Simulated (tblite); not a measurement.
Compound: C₄H₉FNSi₂ (doublet state).
SMILES with atom numbers: `[CH:1]#[C:2][SiH:3][CH2:4][Si@@H:5]([F:6])[NH:7][CH3:8]` (hydrogens: H9 on C1; H10 on Si3; H11, H12 on C4; H13 on Si5; H14 on N7; H15, H16, H17 on C8)

Geometry (GFN2-xTB, Å), atoms numbered from 1 in this order:
```xyz
17
C4H9FNSi2 angstrom
C      2.2560    2.1998    0.8197
C      2.0614    1.0358    1.0806
Si     1.5780   -0.6564    1.5832
C      0.9805   -1.6975    0.1118
Si    -0.7713   -1.2517   -0.4329
F     -1.8079   -1.8236    0.6715
N     -0.9357    0.4462   -0.3523
C     -2.1870    1.1396   -0.5415
H      2.4633    3.2018    0.5745
H      2.6100   -1.2976    2.3997
H      0.9934   -2.7503    0.3878
H      1.6742   -1.5878   -0.7209
H     -1.2209   -1.9225   -1.6529
H     -0.1392    1.0238   -0.5712
H     -2.3808    1.3762   -1.5937
H     -2.9931    0.5070   -0.1783
H     -2.1877    2.0692    0.0299
```

Calculated harmonic vibrations of the isolated species, GFN2-xTB (tblite), most abundant isotopes, no scaling. Errors from tens to a few hundred cm⁻¹ against measured bands are possible. Modes of hydrogen on silicon can be 10 to 20 % off. One conformer, not necessarily the lowest. Open shells enter through the occupations alone, without spin polarisation, and single modes of such species can be off by tens of per cent.

Harmonic wavenumbers (cm⁻¹): 28.0, 40.7, 70.4, 91.5, 102.6, 151.1, 166.5, 188.2, 218.0, 265.9, 303.2, 333.8, 412.0, 473.5, 574.2, 598.8, 617.3, 644.1, 677.9, 680.6, 716.0, 736.2, 793.7, 837.7, 857.7, 1020.9, 1072.3, 1110.3, 1136.6, 1168.3, 1373.2, 1422.5, 1457.8, 1490.9, 1500.8, 2127.4, 2240.0, 2246.7, 2909.4, 2971.7, 2980.1, 3000.0, 3039.4, 3348.6, 3458.7.

A = 1835, B = 992.7, C = 724.9 MHz; mass 146.026 u (most abundant isotopes); point group C1, symmetry number 1; spin multiplicity 2.

Question: What is the zero-point energy?

Answer: Half the sum of the wavenumbers: 25828 cm⁻¹ = 308.97 kJ/mol.

Question: Entropy at 350 K, 1 bar (ideal gas, RRHO, classical rotation)?

Answer: Translation 174.34, rotation 127.01, vibration 199.48, spin (R ln 2) 5.76: S = 506.6 J/(mol K).

Question: And Cp and H(350 K) − H(0)?

Answer: Cp = 202.36 J/(mol K), of which vibrations give 169.10 (their classical limit is 45 R = 374.2); H(350 K) − H(0) = 45.21 kJ/mol without the zero-point energy, 33.57 from vibrations.

Question: How do the functions run with temperature in this model?

Answer: 
```csv
T (K),S (J/(mol K)),Cp (J/(mol K)),H − H(0) (kJ/mol),G − H(0) (kJ/mol),ln q(vib)
150,371.9,122.6,12.30,-43.49,5.32
250,444.8,165.7,26.75,-84.45,9.04
298.15,475.6,184.3,35.18,-106.62,10.71
400,534.6,217.9,55.73,-158.13,14.08
600,632.6,265.0,104.35,-275.20,20.07
900,749.3,309.9,191.14,-483.20,27.86
```

q(vib) and H(0) count from the zero-point level.

Question: What must be added to the electronic energy to get the Gibbs energy at 350 K and 1 bar?

Answer: ZPE + [H(350 K) − H(0)] − T·S = 308.97 + 45.21 − 177.31 = 176.87 kJ/mol.

Question: Blend soft modes into free rotors: weight 1/[1 + (100 cm⁻¹/ν̃)⁴] for the oscillator and the rest for a rotor with moment μB/(μ + B), μ = h/(8π²ν), B = 10⁻⁴⁴ kg m². What vibrational entropy results?

Answer: 176.91 J/(mol K) in place of 199.48, which changes −T·S at 350 K by +7.90 kJ/mol.

Question: Which modes carry the vibrational entropy at 350 K?

Answer: 28.0 cm⁻¹: 26.29; 40.7 cm⁻¹: 23.19; 70.4 cm⁻¹: 18.65; 91.5 cm⁻¹: 16.49; 102.6 cm⁻¹: 15.55; 151.1 cm⁻¹: 12.41 J/(mol K); the other 39 give 86.89 together.

Hindered rotation and anharmonicity are outside this model. Other conformers, if any are populated, would add a mixing term that is left out. The structure is chiral; the term R ln 2 for an equal mix with its mirror image is left out.
